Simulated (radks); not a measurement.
Q: The mean radii <r> (bohr) of the occupied orbitals of an atom or ion are listed with their occupations. Calculated with a radial shooting solver on a logarithmic mesh with Libxc functionals: scalar-relativistic Kohn-Sham, PBEsol, spin-polarised, spherical densities, finite nucleus; Fermi nuclear charge, rms radius of each element as measured or else 0.836 A^(1/3) + 0.57 fm.

orbital  occ.      <r>
1s up       1  0.04151
1s down     1  0.04151
2s up       1   0.1836
2s down     1   0.1836
2p up       3   0.1602
2p down     3   0.1602
3s up       1   0.5307
3s down     1   0.5307
3p up       3   0.5409
3p down     3   0.5408
3d up       5   0.5559
3d down     5   0.5553
4s up       1    1.537
4s down     1    1.538
4p up       3    1.821
4p down     2    1.832

Name the element and its charge. Open shells, if any, are filled with parallel spins first.

A: Z = 36, krypton, charge +1: Kr+ in [Ar] 3d10 4s2 4p5. The 1s radius gives Z: for a bare nucleus <r> = (2 gamma + 1)/(2Z) with gamma = sqrt(1 - (Z/c)^2), 0.04069 bohr for Z = 36, and screening makes it slightly larger (0.04151 here). The occupations add up to 35, and the charge is Z minus that.
